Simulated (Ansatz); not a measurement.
Molecule: C$_{4}$H$_{2}$, net charge 0, singlet state. SMILES: C#CC#C
Geometry from a B3LYP-D3(BJ)/def2-TZVP (Ansatz, a first-principles code) optimisation:
```xyz
6

C      0.0000     0.0000    -1.8866
C      0.0000     0.0000    -0.6818
C      0.0000     0.0000     0.6818
C      0.0000     0.0000     1.8866
H      0.0000     0.0000    -2.9488
H      0.0000     0.0000     2.9488
```

Parts of the frozen-core correlation energy in STO-3G (Ansatz, hartree). Frozen orbitals: 4; correlated occupied orbitals by spin: 9 and 9; virtual: 9 and 9. Spin-orbit coupling is left out. Non-relativistic. The restricted reference is unstable.

```
term                            value
-------------------------  ----------
reference (HF)             -150.58916
MP2 opposite-spin            -0.22211
MP2 same-spin                       ?
CCSD correlation                    ?
(T)                                 ?
T1 diagnostic                   0.002
largest doubles amplitude       0.127
```

Question: Some entries are withheld; supply them.

Answer: 
- MP2 same-spin, value: -0.06724
- CCSD correlation, value: -0.31682
- (T), value: -0.00352
